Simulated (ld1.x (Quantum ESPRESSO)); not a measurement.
Values are calculated unless marked as measured or tabulated.
# Potentials for Al compared

Generated with ld1.x 7.5 (TM, RRKJ, ultrasoft, PAW), atompaw 4.2 or ONCVPSP 4.0.1. The cutoff is in Ry: for ld1.x and atompaw files where the sum of valence levels is converged to 10 mRy in a Bessel basis, for ONCV files where the hardest occupied wave has 1 mHa per electron of residual kinetic energy. The error is the largest all-electron minus pseudo excitation energy over each file’s own four to seven test configurations (ionisations up to +4, promotions, holes and added fractions of an electron), all of which were solved. The labels leave out finer settings (local radius, basis sizes, second energies), which also bear on the numbers. Spin-polarised tests are not counted. The rows are a selection from randomly drawn settings: files with unsolved tests, undetermined cutoffs or missed reference levels are left out.

```tsv
potential	cutoff (Ry)	largest error (meV)	bound ghosts
ultrasoft, PBE, scalar-relativistic, rc 1.95/3.25/3.15 (spd), local smoothed, core correction yes, reference 3s2 3p1	8	+7.9	none
ultrasoft, PBEsol, non-relativistic, rc 2.25/2.70/2.25 (spd), local smoothed, core correction no, reference 3s2 3p1	6	+14	none
RRKJ, PBE, non-relativistic, rc 1.90/2.45 (sp), local p, core correction yes, reference 3s2 3p1	12	+7.1	none
PAW, PBEsol, scalar-relativistic, rc 1.90/2.85 (sp), local smoothed, core correction yes, reference 3s2 3p1	8	-22	none
TM, LDA (PZ), fully relativistic, rc 1.55/2.80/3.05 (spd), local smoothed, core correction yes, reference 3s1.75 3p1.25	21	+22	none
TM, LDA (PZ), non-relativistic, rc 1.50/2.65/2.25 (spd), local d, core correction yes, reference 3s2 3p1	25	+23	none
TM, PBE, scalar-relativistic, rc 2.30/2.90/3.10 (spd), local p, core correction no, reference 3s2 3p1	8	+33	none
TM, LDA (PZ), fully relativistic, rc 2.25/2.00/2.30 (spd), local d, core correction no, reference 3s2 3p1	10	+94	none
```

Q: Fill in the row for Al: TM, PBE, scalar-relativistic, rc 1.70/2.45/2.15 (spd), local d, core correction yes, reference 3s2 3p0.5.

A: cutoff 10 Ry, largest error +25 meV, bound ghosts: none.
